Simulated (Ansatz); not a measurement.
Reaction (atomization): `COC(=N)[SiH2]F` → 2 C• + F• + 6 H• + N• + O• + Si•

Computed with Ansatz on PBE0-D4/def2-TZVP structures; ΔE is electronic, products minus reactants. CCSD(T)/CBS is the MP2 limit (def2-TZVPP, def2-QZVPP) plus CCSD(T) − MP2 in def2-TZVPP, frozen cores. This one scheme is used for every species, atoms too. DFT in def2-TZVPP. Open shells (•) are unrestricted, without spin–orbit coupling. Spin–orbit coupling would lower the free atoms: a little for C, F, O, Si. Each species was taken in one conformer, which may not be the lowest.

```tsv
species	r2SCAN energy (Eh)
`COC(=N)[SiH2]F`	-599.13831
C•	-37.83292
F•	-99.72763
H•	-0.49993
N•	-54.58101
O•	-75.05861
Si•	-289.34127
```

(1) Work out ΔE.

Largest T1 diagnostic among the species: 0.014.

Results:

(1) ΔE = 6 × (-0.49993) + 2 × (-37.83292) + (-99.72763) + (-54.58101) + (-75.05861) + (-289.34127) − (-599.13831) = 1.76437 Eh = +48.01 eV. CCSD(T)/CBS gives +48.04 eV.

In def2-TZVPP, CCSD(T) changes the Hartree–Fock value by +12.92 eV (the triples alone add +0.84 eV) and MP2 by +13.97 eV; breaking electron pairs costs correlation energy, which Hartree–Fock lacks. From PBE to PBE0 (25 % exact exchange), in def2-TZVPP and without D4, ΔE moves by −1.24 eV: exact exchange takes away binding that semilocal exchange gives to molecules.

For atomizations the MP2-based limit and the directly extrapolated one differ by several kJ/mol either way, and by 10 to 25 for some Ge, Se and Sn compounds, so smaller differences from it don't rank the levels.
